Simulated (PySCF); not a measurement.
**How methods differ on the ionisation energy of Sm³⁺**

Sm³⁺ [Xe] 4f5 [4f5/2^5, M_J = 5/2] → Sm⁴⁺ [Xe] 4f4 [4f5/2^4, M_J = 4], as a difference of total energies. All numbers are calculated (PySCF 2.14, the two-component X2C-1e Hamiltonian, in x2c-TZVPall-2c (11s11p10d4f1g, 131 functions)). Correlated levels: [Ar] 3d10 frozen; the 18 highest virtual spinors dropped. "Screened" scales the spin-orbit matrix elements by Boettger's factors to mimic the two-electron term; Breit and QED terms are absent.

```
                    method  ionisation energy (eV)
           GHF (spin-free)                  39.487
          GMP2 (spin-free)                  40.537
 GHF (screened spin-orbit)                  39.310
GMP2 (screened spin-orbit)                  40.366
```

How much does correlation contribute at GMP2 (screened spin-orbit)?

40.366 − (39.310) = 1.056 eV, measured against GHF (screened spin-orbit).

The spin-free rows relax to the high-spin LS determinant and lack the spin-orbit shift.

The labels give the starting determinants; with spin-orbit coupling the two ends relaxed to ⟨J²⟩ = 13.08, ⟨L²⟩ = 29.81, ⟨S²⟩ = 8.68 and ⟨J²⟩ = 23.27, ⟨L²⟩ = 41.78, ⟨S²⟩ = 5.96.

The determinant of Sm³⁺ and of Sm⁴⁺ mixes levels of different J (the jj label is only the starting occupation), so the difference between spin-free and spin-orbit rows is not the physical spin-orbit shift.

For comparison: 41.64 ± 0.11 eV (semi-empirical (NIST evaluation); NIST Atomic Spectra Database, ionization energies).
